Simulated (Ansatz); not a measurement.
Reaction (redistribution): `C=C=NB(C)C` + `[SiH3]C[SiH2]Cl` → `CB(C)C[SiH3]` + `C=C=N[SiH2]Cl`

Program: Ansatz. Geometries: PBE0-D4/def2-TZVP. ΔE: electronic, gas phase. CCSD(T)/CBS adds triple-zeta CCSD(T) − MP2 to the extrapolated MP2 energy (def2 sets, frozen cores). Functionals use def2-TZVPP. B3LYP here is the variant with VWN-RPA as its local correlation; programs differ in this. One conformer a species, not always the lowest.

`C=C=NB(C)C`:

Cartesian coordinates in Å:
```
C 1.895 -1.698 -1.993
C 1.126 -1.009 -1.184
N 0.427 -0.383 -0.448
B -0.394 0.351 0.414
C -1.717 0.986 -0.151
C 0.036 0.517 1.917
H 2.821 -2.124 -1.632
H 1.608 -1.842 -3.025
H -1.997 0.625 -1.141
H -1.590 2.074 -0.216
H -2.554 0.825 0.535
H -0.081 1.555 2.246
H -0.638 -0.073 2.549
H 1.057 0.195 2.127
```

`[SiH3]C[SiH2]Cl`:

Cartesian coordinates in Å:
```
Si -1.413 0.277 0.792
C 0.356 0.594 0.253
Si 1.043 -0.680 -0.909
Cl 2.987 -0.214 -1.413
H -1.874 1.346 1.716
H -2.313 0.248 -0.392
H -1.510 -1.033 1.490
H 0.408 1.574 -0.232
H 0.994 0.637 1.142
H 1.061 -2.021 -0.278
H 0.261 -0.727 -2.169
```

`CB(C)C[SiH3]`:

Z-matrix (Å, degrees):
```
C
B 1 1.570
H 1 1.092 2 115.3
H 1 1.099 2 107.9 3 -119.9
H 1 1.095 2 111.8 3 125.2
C 2 1.569 1 119.5 3 -167.5
C 2 1.557 1 120.7 3 14.5
H 6 1.093 2 114.1 1 -151.2
H 6 1.093 2 114.2 1 -24.6
H 6 1.100 2 106.5 1 92.3
Si 7 1.882 2 108.7 1 83.8
H 7 1.095 2 113.4 1 -32.9
H 7 1.095 2 113.7 1 -158.8
H 11 1.488 7 110.7 2 58.4
H 11 1.488 7 110.6 2 178.3
H 11 1.488 7 110.7 2 -61.6
```

`C=C=N[SiH2]Cl`:

```xyz
9

C    -0.080   -2.132    0.528
C     0.329   -0.907    0.332
N     0.756    0.212    0.169
Si    0.139    1.713   -0.402
Cl   -1.832    1.607   -0.961
H     0.005   -2.865   -0.262
H    -0.512   -2.412    1.478
H     0.936    2.097   -1.583
H     0.258    2.687    0.700
```

Question: Is it downhill or uphill in electronic energy at CCSD(T)/CBS, and by how much? (Estimate.)

Answer: Computed: Uphill: ΔE = +36.9 kJ/mol.

Question: What do these levels give: PBE-D4, PBE0-D4, ωB97M-V, PBE, PBE0, B3LYP, HF/def2-TZVPP, CCSD/def2-TZVPP, CCSD(T)/def2-TZVPP, HF/def2-QZVPP, HF/CBS(def2), CCSD/CBS(def2)? (An estimate is asked.)

Answer: The calculation gave: PBE-D4 47.8, PBE0-D4 43.5, ωB97M-V 35.6, PBE 50.6, PBE0 46.1, B3LYP 45.9, HF/def2-TZVPP 32.0, CCSD/def2-TZVPP 36.4, CCSD(T)/def2-TZVPP 37.4, HF/def2-QZVPP 31.4, HF/CBS(def2) 31.3, CCSD/CBS(def2) 35.9 kJ/mol.

Largest T1 diagnostic among the species: 0.014.

The D4 term adds −4.5 kJ/mol with B3LYP and −2.6 kJ/mol with PBE0; it sums over pairs of atoms, weighted by their polarisabilities, and B3LYP, whose exchange is more repulsive, gets the larger term. In def2-TZVPP, CCSD(T) changes the Hartree–Fock value by +5.4 kJ/mol (the triples alone add +1.0 kJ/mol) and MP2 by +4.6 kJ/mol.
